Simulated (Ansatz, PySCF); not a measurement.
Lewis adduct: H3In (SMILES [InH3]) (first 4 atoms) with NH3 (SMILES N); geometry from B3LYP-D3(BJ)/def2-TZVP, rigid monomers moved along the line of their centres of mass till In1···N5 is 2.79 Å.
(charge 0, multiplicity 1):
```
atom    x (Å)    y (Å)    z (Å)
----  -------  -------  -------
In     0.6411   0.5716   0.7356
H      1.7057  -0.7881   0.5129
H     -0.7505   0.7307  -0.2988
H      1.2379   1.9805   1.5667
N     -0.7382  -0.4921   2.9196
H     -1.4479   0.1546   3.2462
H     -0.1040  -0.6800   3.6885
H     -1.1951  -1.3617   2.6671
```

Interaction energies are E(AB) − E(A) − E(B) at the monomers' geometry in the complex; basis-set methods are counterpoise corrected.

Codes used: Ansatz (Gaussian orbitals); PySCF for the dispersion terms. Each number belongs to the level named beside it. In def2 rows elements past Kr take small-core potentials, without spin–orbit coupling.

Question: Give the interaction energy at the level r2SCAN-D4/def2-TZVPPD.

Answer: -757 meV

Question: What is the computed interaction energy (PBE0-D3(BJ)/def2-TZVPPD)?

Answer: -730 meV

Question: Predict the interaction energy from B3LYP-D3(BJ)/def2-TZVPPD.

Answer: -715 meV

Ansatz is a first-principles code.
